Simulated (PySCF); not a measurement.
Dipole response of Ti²⁺ (titanium, charge +2)

[Ar] 3d1 4s1, high-spin 3D determinant (an excited configuration). Computed with PySCF 2.14 in aug-cc-pVTZ with one added diffuse shell each of s, p, d, f, g type (9s8p6d4f3g, 118 functions), with the non-relativistic Hamiltonian (point nucleus). Coupled (time-dependent) response in atomic units; α is the mean over directions.

```
method  mean α (bohr³)         α xx, yy, zz  C₆ (like pair)  S(−4)
  BP86           28.47  27.92, 27.92, 29.56           131.9  767.6
```

S(−4) is the Cauchy moment in α(ω) = α(0) + S(−4) ω² + …

α(iu) at BP86:

```
u (hartree)  α(iu) (bohr³)
          0          28.47
     0.0500          26.68
      0.100          22.55
      0.200          14.40
      0.300          9.524
      0.500          5.297
      0.750          3.375
       1.00          2.484
       1.50          1.590
       2.00          1.119
       3.00         0.6356
       5.00         0.2810
```

A single London oscillator, α(iu) = α/(1 + u²/ω²), gives C₆ = (3/4) ω α². Matching the computed C₆ needs ω = 4 × 131.9 / (3 × 28.47²) = 0.217 hartree.

For an ion, C₆ is the dispersion term alone; charge-induced terms of lower order in 1/R come first.

The components differ because the open shell of this determinant is not spherical; for a pure term their mean is the scalar polarisability.
